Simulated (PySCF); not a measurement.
# SMILES C(=c1ccc(=C)cc1)N, C$_{8}$H$_{9}$N

Geometry:
| atom | x (Å) | y (Å) | z (Å) |
| --- | --- | --- | --- |
| C1 | -3.325 | 0.447 | 0.126 |
| C2 | -1.975 | 0.200 | 0.087 |
| C3 | -1.416 | -1.142 | 0.226 |
| C4 | -0.069 | -1.374 | 0.185 |
| C5 | 0.896 | -0.303 | 0.004 |
| C6 | 2.252 | -0.594 | -0.026 |
| N7 | 3.286 | 0.281 | -0.240 |
| C8 | 0.349 | 1.036 | -0.135 |
| C9 | -0.998 | 1.271 | -0.095 |
| H10 | -3.722 | 1.472 | 0.018 |
| H11 | -4.052 | -0.371 | 0.266 |
| H12 | -2.116 | -1.983 | 0.367 |
| H13 | 0.313 | -2.405 | 0.294 |
| H14 | 2.570 | -1.645 | 0.088 |
| H15 | 4.232 | -0.009 | 0.008 |
| H16 | 3.111 | 1.288 | -0.198 |
| H17 | 1.030 | 1.894 | -0.282 |
| H18 | -1.378 | 2.302 | -0.205 |

The calculation used UKS PBE/def2-SV(P) four-point reorganisation energy, gas phase in PySCF 2.14.0. Geometry: PBE/def2-SV(P).

What is the inner reorganisation energy for hole transfer, with the ionisation energy?

λ = 0.176 (surface of the oxidised species) + 0.123 (surface of the starting species) = 0.299 eV. The ionisation energy is 6.36 eV vertical and 6.19 eV adiabatic without zero-point energy; at the relaxed geometry of the oxidised species the two energies differ by 6.06 eV. Largest bond changes: C6–N7 1.371 → 1.327 Å, C5–C6 1.387 → 1.425 Å, C1–C2 1.373 → 1.400 Å, C2–C3 1.461 → 1.441 Å, C4–C5 1.453 → 1.433 Å. ⟨S²⟩ of the relaxed oxidised species 0.761.
